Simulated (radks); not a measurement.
All-electron atom: Fe in [Ne] 3s2 3p4 3d6 4s2 4f2 (not the ground configuration).

All-electron calculation, scalar-relativistic Kohn-Sham, PBE, spin-unpolarised, spherical densities, finite nucleus; Fermi nuclear charge, rms radius 3.7377 fm. Program: a radial shooting solver on a logarithmic mesh with Libxc functionals.

Energy parts (Ry):
part                       energy
total                 -2534.03245
kinetic                2564.50636
electron-nucleus      -6011.03684
Hartree                1020.95801
exchange-correlation   -108.45997

Orbitals (lengths in bohr, moments of r in powers of bohr; <r^-3> diverges for s and p1/2; r(max) is where P^2 peaks):
| orbital | occ. | eigenvalue (Ry) | <r^-3> | r(max) | <r> |
|---|---|---|---|---|---|
| 1s | 2 | -517.2568 | - | 0.03826 | 0.05845 |
| 2s | 2 | -62.72117 | - | 0.2222 | 0.2667 |
| 2p | 6 | -53.85012 | 482.5 | 0.1796 | 0.2352 |
| 3s | 2 | -9.06040 | - | 0.6951 | 0.7951 |
| 3p | 4 | -6.52893 | 63.59 | 0.7041 | 0.8303 |
| 3d | 6 | -2.52192 | 6.203 | 0.6780 | 0.9400 |
| 4s | 2 | -1.39561 | - | 2.011 | 2.284 |
| 4f | 2 | -0.04511 | 0.002434 | 9.431 | 10.52 |

The highest occupied level is 4f at -0.614 eV. The density falls to 0.001 e/bohr^3 at r = 3.86 bohr. Summed over all electrons, <r^2> = 273.8 bohr^2, which gives a Langevin (diamagnetic) susceptibility term of -217 x 10^-6 cm^3/mol. The electron density at the nucleus is 1.524e+04 e/bohr^3 (large components only).
